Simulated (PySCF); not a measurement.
## Dipole response of F (fluorine, neutral)

[He] 2s2 2p5, 2P determinant. All numbers are calculated (PySCF 2.14, the spin-free X2C one-electron Hamiltonian (Gaussian nucleus), in dyall-acv3z). Coupled (time-dependent) response in atomic units; α is the mean over directions.

```tsv
method	mean α (bohr³)	α xx, yy, zz	C₆ (like pair)	S(−4)
UHF	3.071	2.890, 3.161, 3.161	8.027	3.536
PBE	3.708	3.311, 3.907, 3.907	10.06	6.723
PBE0	3.479	3.167, 3.635, 3.635	9.341	5.349
revPBE	3.717	3.309, 3.921, 3.921	10.09	6.828
BLYP	3.724	3.324, 3.924, 3.924	10.09	6.914
```

S(−4) is the Cauchy moment in α(ω) = α(0) + S(−4) ω² + …

Reference α: 3.74 ± 0.08 bohr³ (recommended; Schwerdtfeger and Nagle, table of static dipole polarizabilities (2023 update)). Published C₆: 9.520 (Chu and Dalgarno (2004); Tang, Norbeck and Certain (1976)).

α(iu) at UHF:

```tsv
u (hartree)	α(iu) (bohr³)
0	3.071
0.0500	3.062
0.100	3.036
0.200	2.940
0.300	2.801
0.500	2.465
0.750	2.048
1.00	1.689
1.50	1.163
2.00	0.8329
3.00	0.4799
5.00	0.2162
```

A single London oscillator, α(iu) = α/(1 + u²/ω²), gives C₆ = (3/4) ω α². Matching the computed C₆ needs ω = 4 × 8.027 / (3 × 3.071²) = 1.13 hartree.

The components differ because the open shell of this determinant is not spherical; for a pure term their mean is the scalar polarisability.
